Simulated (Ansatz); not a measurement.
`CCC(C)(CC(C)(CC(C)(C)C(=O)OCc1ccccc1)C(=O)OC(C)(C)C)C(=O)OCC1CO1`. Total charge 0; singlet. Geometry PBE-D4/def2-SVP.

```xyz
77

C    -4.708   -0.296    2.793
C    -3.593    0.172    1.854
C    -2.256   -0.617    1.970
C    -1.626   -0.457    3.361
C    -1.275   -0.280    0.792
C    -0.417    1.007    0.768
C    -1.203    2.282    1.150
C     0.108    1.290   -0.685
C     0.860    0.236   -1.561
C     2.077   -0.386   -0.864
C    -0.052   -0.876   -2.133
C     1.380    1.049   -2.763
O     2.552    1.237   -3.033
O     0.354    1.548   -3.499
C     0.714    2.296   -4.691
C     0.888    1.384   -5.880
C     2.146    0.821   -6.178
C     2.291   -0.054   -7.265
C     1.183   -0.378   -8.064
C    -0.074    0.176   -7.773
C    -0.219    1.051   -6.687
C     0.799    0.848    1.709
O     1.189   -0.210    2.176
O     1.390    2.042    1.923
C     2.584    2.183    2.783
C     3.759    1.410    2.177
C     2.845    3.690    2.748
C     2.255    1.718    4.207
C    -2.612   -2.084    1.670
O    -3.220   -2.454    0.682
O    -2.146   -2.947    2.607
C    -2.409   -4.339    2.357
C    -1.765   -5.121    3.474
C    -0.388   -5.631    3.345
O    -1.515   -6.497    3.189
H    -5.625    0.308    2.637
H    -4.428   -0.197    3.861
H    -4.982   -1.355    2.609
H    -3.391    1.245    2.036
H    -3.944    0.086    0.804
H    -0.680   -1.020    3.441
H    -1.406    0.610    3.570
H    -2.310   -0.819    4.152
H    -0.561   -1.124    0.714
H    -1.886   -0.305   -0.132
H    -2.112    2.367    0.524
H    -1.511    2.282    2.213
H    -0.582    3.182    0.986
H    -0.769    1.633   -1.273
H     0.775    2.173   -0.591
H     2.662   -0.989   -1.587
H     1.768   -1.037   -0.027
H     2.757    0.393   -0.469
H     0.485   -1.435   -2.928
H    -0.973   -0.456   -2.581
H    -0.339   -1.606   -1.354
H    -0.131    2.993   -4.844
H     1.641    2.867   -4.486
H     3.005    1.065   -5.535
H     3.279   -0.486   -7.489
H     1.300   -1.064   -8.917
H    -0.945   -0.073   -8.398
H    -1.205    1.488   -6.460
H     4.672    1.595    2.778
H     3.558    0.323    2.164
H     3.957    1.752    1.142
H     1.976    4.248    3.151
H     3.736    3.938    3.358
H     3.026    4.030    1.709
H     2.070    0.630    4.239
H     1.359    2.247    4.588
H     3.105    1.957    4.878
H    -3.506   -4.509    2.315
H    -1.993   -4.642    1.373
H    -2.157   -4.909    4.489
H     0.186   -5.411    2.424
H     0.221   -5.790    4.256
```

B3LYP takes the VWN-RPA correlation. Single mean-field runs in def2-SVP, def2-mTZVP are fitted with def2-universal-jkfit.

(1) Estimate the orbital energies around the gap (eV) in Ansatz with HF/6-31G, HF/def2-SVP, PBE-D4/def2-SVP, r2SCAN-D4/def2-mTZVP, B3LYP-D4/6-31G.

## Answers

(1) 
| orbital | HF/6-31G | HF/def2-SVP | PBE-D4/def2-SVP | r2SCAN-D4/def2-mTZVP | B3LYP-D4/6-31G |
| --- | --- | --- | --- | --- | --- |
| HOMO−9 | -12.38 | -12.45 | -7.33 | -7.72 | -8.43 |
| HOMO−8 | -12.29 | -12.40 | -7.08 | -7.50 | -8.23 |
| HOMO−7 | -12.17 | -12.32 | -7.05 | -7.47 | -8.16 |
| HOMO−6 | -12.08 | -12.22 | -7.01 | -7.40 | -8.10 |
| HOMO−5 | -12.01 | -12.10 | -6.33 | -6.76 | -7.54 |
| HOMO−4 | -11.66 | -11.78 | -6.29 | -6.65 | -7.41 |
| HOMO−3 | -11.44 | -11.59 | -6.19 | -6.50 | -7.27 |
| HOMO−2 | -11.29 | -11.44 | -6.03 | -6.48 | -7.23 |
| HOMO−1 | -9.14 | -9.21 | -5.96 | -6.41 | -6.88 |
| HOMO | -9.10 | -9.16 | -5.95 | -6.32 | -6.80 |
| LUMO | 3.47 | 3.24 | -1.38 | -1.28 | -0.36 |
| LUMO+1 | 3.78 | 3.47 | -1.16 | -1.05 | -0.17 |
| LUMO+2 | 4.20 | 4.12 | -0.99 | -0.90 | -0.07 |
| LUMO+3 | 4.46 | 4.41 | -0.78 | -0.74 | 0.00 |
| LUMO+4 | 4.60 | 4.53 | -0.70 | -0.63 | 0.10 |
| LUMO+5 | 5.31 | 4.64 | 0.42 | 0.46 | 1.64 |
